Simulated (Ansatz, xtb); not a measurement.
Species: CHBrCl (charge 0, doublet). It need not be the lowest isomer of its formula. SMILES: [CH](Br)Cl
Geometry from a B3LYP-D3(BJ)/def2-TZVP (Ansatz, an electronic-structure program) optimisation:
```
C
H 1 1.0788
Cl 1 1.7000 2 117.28
Br 1 1.8695 2 116.57 3 152.58
```
Charge 0, spin multiplicity 2.

Harmonic wavenumbers from GFN2-xTB (xtb, at its own minimum), cm⁻¹: 226, 473, 651, 797, 1149, 3066.

### Question
Give the harmonic wavenumbers at B3LYP-D3(BJ)/def2-TZVP (Ansatz, finite differences of forces, unscaled).

### Answer
243, 413, 660, 843, 1207, 3218 cm⁻¹. Zero-point energy 9.4 kcal/mol.

### Question
From these and the geometry, give the ideal-gas thermochemistry at 298.15 K and 1 atm (rigid rotor, harmonic oscillator).

### Answer
Point group C1, rotational symmetry number 1. Rotational constants 43.11, 2.097, 2.002 GHz. S(trans) 40.46, S(rot) 24.99, S(vib) 3.27, S(elec, spin only) 1.38, S 70.1 cal/(mol K). H(298) - H(0) 3.00 kcal/mol; G - E(el) -8.5 kcal/mol.
